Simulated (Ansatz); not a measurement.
A calculation with Ansatz (development build ahead of 0.2.0).

```yaml
crystal:
  periodic: [false, false, false]
  atoms:
    - { symbol: Rh, position_ang: [0.0, 0.0, 0.0] }
    - { symbol: Rh, position_ang: [0.0, 0.0, 2.28] }
basis:
  gaussian: { orbitals: def2-TZVPP }
magnetization:
  spin_polarized: true
  initial_magnetization: 4
hamiltonian:
  xc: pbe
```

The input is written out in the form of the current development build from the run's settings. The basis set brings a core potential for Rh, so the total leaves out those core electrons.

Output:

| Quantity | Value |
| --- | --- |
| Converged | yes |
| Total energy | -221.12380 hartree |
| Spin squared of the determinant | 6.013 |
| Stability test | minimum |

Caution: other spin multiplicities were not run.
